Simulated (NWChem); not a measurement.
Program: NWChem. System: H2B (+1), charge 1, spin multiplicity 1, at a geometry optimised with B3LYP/def2-SVP. The structure started from a generated list of species. Level: PBE/def2-SVP.

Output (cleaned and shortened):

```
             Northwest Computational Chemistry Package (NWChem) 7.3.0
             --------------------------------------------------------

                                NWChem Input Module
                                -------------------

 Scaling coordinates for geometry "geometry" by  1.889725989
 (inverse scale =  0.529177249)

                             Geometry "geometry" -> ""
                             -------------------------

 Output coordinates in angstroms (scale by  1.889725989 to convert to a.u.)

  No.       Tag          Charge          X              Y              Z
 ---- ---------------- ---------- -------------- -------------- --------------
    1 B                    5.0000     0.00000000     0.00000000     0.00000000
    2 H                    1.0000     0.00000000     0.00000000    -1.19270500
    3 H                    1.0000     0.00000000     0.00000000     1.19270500

 Effective nuclear repulsion energy (a.u.)       4.6586214651

            Nuclear Dipole moment (a.u.)
            ----------------------------
        X                 Y               Z
 ---------------- ---------------- ----------------
     0.0000000000     0.0000000000     0.0000000000


 Summary of "ao basis" -> "" (spherical)
 ------------------------------------------------------------------------------
       Tag                 Description            Shells   Functions and Types
 ---------------- ------------------------------  ------  ---------------------
 *                          def2-svp                  on all atoms

  pbe96 is a nonlocal functional; adding pw91lda local functional.

                                 NWChem DFT Module
                                 -----------------

 Summary of "ao basis" -> "ao basis" (spherical)
 ------------------------------------------------------------------------------
       Tag                 Description            Shells   Functions and Types
 ---------------- ------------------------------  ------  ---------------------
 B                          def2-svp                 6       14   3s2p1d
 H                          def2-svp                 3        5   2s1p

 Summary of "ao basis" -> "ao basis" (spherical)
 ------------------------------------------------------------------------------
       Tag                 Description            Shells   Functions and Types
 ---------------- ------------------------------  ------  ---------------------
 B                          def2-svp                 6       14   3s2p1d
 H                          def2-svp                 3        5   2s1p

            General Information
            -------------------
          SCF calculation type: DFT
          Wavefunction type:  closed shell.
          No. of atoms     :     3
          No. of electrons :     6
           Alpha electrons :     3
            Beta electrons :     3
          Charge           :     1
          Spin multiplicity:     1
          Use of symmetry is: off; symmetry adaption is: off
          Maximum number of iterations: 100
          AO basis - number of functions:    24
                     number of shells:    12
          Convergence on energy requested:  1.00D-06
          Convergence on density requested:  1.00D-05
          Convergence on gradient requested:  5.00D-04

              XC Information
              --------------
          PerdewBurkeErnzerhof Exchange Functional  1.000
            Perdew 1991 LDA Correlation Functional  1.000 local
           PerdewBurkeErnz. Correlation Functional  1.000 non-local

             Grid Information
             ----------------
          Grid used for XC integration:  medium
          Radial quadrature: Mura-Knowles
          Angular quadrature: Lebedev.
          Tag              B.-S. Rad. Rad. Pts. Rad. Cut. Ang. Pts.
          ---              ---------- --------- --------- ---------
          B                   0.85       49           6.0       434
          H                   0.35       45           8.0       434
          Grid pruning is: on
          Number of quadrature shells:   139
          Spatial weights used:  Erf1

          Convergence Information
          -----------------------
          Convergence aids based upon iterative change in
          total energy or number of iterations.
          Levelshifting, if invoked, occurs when the
          HOMO/LUMO gap drops below (HL_TOL):  1.00D-02
          DIIS, if invoked, will attempt to extrapolate
          using up to (NFOCK): 10 stored Fock matrices.

                    Damping( 0%)  Levelshifting(0.5)       DIIS
                  --------------- ------------------- ---------------
          dE  on:    start            ASAP                start
          dE off:    2 iters        100 iters           100 iters

      Screening Tolerance Information
      -------------------------------
          Density screening/tol_rho:  1.00D-10
          AO Gaussian exp screening on grid/accAOfunc:  14
          CD Gaussian exp screening on grid/accCDfunc:  20
          XC Gaussian exp screening on grid/accXCfunc:  20
          Schwarz screening/accCoul:  1.00D-08

      Superposition of Atomic Density Guess
      -------------------------------------

 Sum of atomic energies:         -25.50255268

 Renormalizing density from       7.00 to      6

      Non-variational initial energy
      ------------------------------

 Total energy =     -22.727610
 1-e energy   =     -36.227336
 2-e energy   =       8.841104
 HOMO         =      -0.852469
 LUMO         =      -0.455940

------------------------------------------------------------
EAF file 0: "./mol.aoints.0" size=524288 bytes
------------------------------------------------------------
               write      read    awrite     aread      wait
               -----      ----    ------     -----      ----
     calls:        1         0         0         0         0
   data(b): 5.24e+05  0.00e+00  0.00e+00  0.00e+00
   time(s): 0.00e+00  0.00e+00  0.00e+00  0.00e+00  0.00e+00
rate(mb/s): 0.00e+00  0.00e+00
------------------------------------------------------------

   convergence    iter        energy       DeltaE   RMS-Dens  Diis-err    time
 ---------------- ----- ----------------- --------- --------- ---------  ------
 d= 0,ls=0.0,diis     1    -25.5362411739 -3.02D+01  1.49D-02  9.66D-02     0.2
 d= 0,ls=0.0,diis     2    -25.5424773487 -6.24D-03  3.70D-03  3.75D-03     0.3
 d= 0,ls=0.0,diis     3    -25.5430370632 -5.60D-04  1.06D-03  4.99D-04     0.3
 d= 0,ls=0.0,diis     4    -25.5431343795 -9.73D-05  4.34D-05  6.18D-07     0.3
 d= 0,ls=0.0,diis     5    -25.5431345348 -1.55D-07  1.77D-06  1.15D-09     0.4

         Total DFT energy =      -25.543134534766
      One electron energy =      -40.314247963218
           Coulomb energy =       14.473796527640
    Exchange-Corr. energy =       -4.361304564259
 Nuclear repulsion energy =        4.658621465070

 Numeric. integr. density =        5.999999501858

     Total iterative time =      0.3s

                       DFT Final Molecular Orbital Analysis
                       ------------------------------------

 Vector    1  Occ=2.000000D+00  E=-6.999633D+00
              MO Center= -1.8D-14,  3.3D-14,  3.0D-12, r^2= 4.1D-02
   Bfn.  Coefficient  Atom+Function         Bfn.  Coefficient  Atom+Function
  ----- ------------  ---------------      ----- ------------  ---------------
     1      0.988851  1 B  s                  2     -0.045303  1 B  s

 Vector    2  Occ=2.000000D+00  E=-7.817407D-01
              MO Center=  1.4D-10, -1.9D-10,  6.2D-09, r^2= 1.3D+00
   Bfn.  Coefficient  Atom+Function         Bfn.  Coefficient  Atom+Function
  ----- ------------  ---------------      ----- ------------  ---------------
     2      0.624021  1 B  s                  1      0.267842  1 B  s
    15      0.247914  2 H  s                 20      0.247914  3 H  s
     3      0.111333  1 B  s                 16      0.043700  2 H  s
    21      0.043700  3 H  s                 19      0.025128  2 H  pz
    24     -0.025128  3 H  pz

 Vector    3  Occ=2.000000D+00  E=-6.941002D-01
              MO Center= -7.4D-12,  1.0D-11, -7.3D-09, r^2= 1.4D+00
   Bfn.  Coefficient  Atom+Function         Bfn.  Coefficient  Atom+Function
  ----- ------------  ---------------      ----- ------------  ---------------
     6      0.505262  1 B  pz                15      0.321368  2 H  s
    20     -0.321368  3 H  s                  9     -0.115236  1 B  pz
    16      0.046431  2 H  s                 21     -0.046431  3 H  s

 Vector    4  Occ=0.000000D+00  E=-4.469345D-01
              MO Center= -3.9D-10,  5.4D-10,  9.4D-11, r^2= 1.4D+00
   Bfn.  Coefficient  Atom+Function         Bfn.  Coefficient  Atom+Function
  ----- ------------  ---------------      ----- ------------  ---------------
     5      0.600272  1 B  py                 4     -0.440512  1 B  px
     8     -0.290275  1 B  py                 7      0.213020  1 B  px

 Vector    5  Occ=0.000000D+00  E=-4.469345D-01
              MO Center=  2.5D-12,  1.1D-11,  9.4D-11, r^2= 1.4D+00
   Bfn.  Coefficient  Atom+Function         Bfn.  Coefficient  Atom+Function
  ----- ------------  ---------------      ----- ------------  ---------------
     4      0.600272  1 B  px                 5      0.440512  1 B  py
     7     -0.290275  1 B  px                 8     -0.213020  1 B  py

 Vector    6  Occ=0.000000D+00  E=-2.355045D-01
              MO Center= -1.1D-11,  2.3D-11,  6.2D-09, r^2= 2.8D+00
   Bfn.  Coefficient  Atom+Function         Bfn.  Coefficient  Atom+Function
  ----- ------------  ---------------      ----- ------------  ---------------
     3      1.462693  1 B  s                 16     -1.024240  2 H  s
    21     -1.024240  3 H  s                  2      0.646505  1 B  s
    15     -0.357698  2 H  s                 20     -0.357698  3 H  s
     1      0.177677  1 B  s                 12     -0.104840  1 B  d  0
    19      0.025409  2 H  pz                24     -0.025409  3 H  pz

 center of mass
 --------------
 x =   0.00000000 y =   0.00000000 z =   0.00000000

 moments of inertia (a.u.)
 ------------------
          10.239502920352           0.000000000000           0.000000000000
           0.000000000000          10.239502920352           0.000000000000
           0.000000000000           0.000000000000           0.000000000000

     Multipole analysis of the density
     ---------------------------------

     L   x y z        total         alpha         beta         nuclear
     -   - - -        -----         -----         ----         -------
     0   0 0 0      1.000000     -3.000000     -3.000000      7.000000

     1   1 0 0     -0.000000     -0.000000     -0.000000      0.000000
     1   0 1 0      0.000000      0.000000      0.000000      0.000000
     1   0 0 1      0.000000      0.000000      0.000000      0.000000

     2   2 0 0     -3.376247     -1.688124     -1.688124      0.000000
     2   1 1 0     -0.000000     -0.000000     -0.000000      0.000000
     2   1 0 1     -0.000000     -0.000000     -0.000000      0.000000
     2   0 2 0     -3.376247     -1.688124     -1.688124      0.000000
     2   0 1 1      0.000000      0.000000      0.000000      0.000000
     2   0 0 2     -2.345751     -6.252876     -6.252876     10.160001

 Task  times  cpu:        0.4s     wall:        0.4s

 Total times  cpu:        0.4s     wall:        0.4s
```

### Question
Write an NWChem input that would produce this output.

### Answer
This is not unique; one that fits is 
```
start mol
memory heap 200 mb stack 900 mb global 1100 mb
charge 1
geometry units angstroms nocenter noautoz noautosym
  B      0.000000     0.000000     0.000000
  H      0.000000     0.000000    -1.192705
  H      0.000000     0.000000     1.192705
end
basis spherical
  * library def2-svp
end
dft
  xc xpbe96 cpbe96
  semidirect memsize 60000000 filesize 0
  iterations 100
end
task dft energy
```
